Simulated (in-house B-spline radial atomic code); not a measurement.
Atomic self-consistent-field run: neutral copper. Computed with a radial B-spline atomic code at the basis-set limit: Dirac-Kohn-Sham PW91, spherical fractional occupations, Fermi nucleus of rms radius 3.8823 fm.

Command:
```bash
python run_scf.py task.json out
```
Settings (nuclear radius in fm, mass in u):
```
Z                29
configuration    [Ar] 3d10 4s1
hamiltonian      dirac
method           pw91,pw91
spin_polarised   False
nucleus          fermi
rms_radius       3.8823
atomic_mass      62.9296
speed_of_light   137.035999084
```

Output (hartree, bohr):
```
 radial grid: 78 intervals, B-splines of order 8, outer radius 50 bohr

 iter        energy (Eh)    residual
    1       -1654.571752    3.67e-01
    2       -1655.091324    8.97e-02
    3       -1654.846760    8.20e-02
    4       -1654.730163    1.24e-01
    5       -1607.489886    6.52e-01
    6       -1654.535257    1.17e-01
    7       -1654.834183    8.65e-02
    8       -1655.216888    3.53e-02
    9       -1655.301557    1.91e-03
   10       -1655.301845    1.46e-04
   11       -1655.301846    4.27e-05
   12       -1655.301846    1.13e-06
   13       -1655.301846    1.91e-07

 total energy                     -1655.30185
 kinetic                            1683.9487
 electron-nucleus                  -3989.6372
 Hartree                             718.3936
 exchange-correlation                -68.0071

 first-order corrections (not in the total)
   Gaunt                             0.7472
   retardation                      -0.0681
   frequency dependence             -0.0022
   self-energy                       0.4985
   Uehling                          -0.0449
   Wichmann-Kroll                    0.0003
   recoil                            0.0109

 orbital      occ     eigenvalue          <r>       <r^2>       <1/r>       r_max    small
 1s1/2      2.000      -325.2562    0.0521298  0.00365574     29.1584     0.03411  1.09e-02
 2s1/2      2.000       -39.0397     0.234979   0.0652165      6.3588      0.1967  2.07e-03
 2p1/2      2.000       -34.2070     0.204109   0.0512133     6.31466      0.1563  2.06e-03
 2p3/2      4.000       -33.4532     0.207429   0.0527605     6.17382       0.159  2.02e-03
 3s1/2      2.000        -4.2140     0.711836     0.58639     2.00312      0.6133  4.56e-04
 3p1/2      2.000        -2.7162     0.742037    0.652191     1.86798      0.6139  4.08e-04
 3p3/2      4.000        -2.6212     0.752883    0.671486     1.83382       0.622  3.98e-04
 3d3/2      4.000        -0.1940      1.03896     1.54539      1.3767      0.6001  2.49e-04
 3d5/2      6.000        -0.1840      1.05199     1.59138       1.364      0.6033  2.45e-04
 4s1/2      1.000        -0.1714      2.92979     10.1885    0.446617       2.265  3.01e-05
```

Run time, properties included: 2.7 s on 1 thread of Arm Neoverse V1 (shared host).

For the Dirac Hamiltonian the kinetic term is c α·p + (β - 1)c².
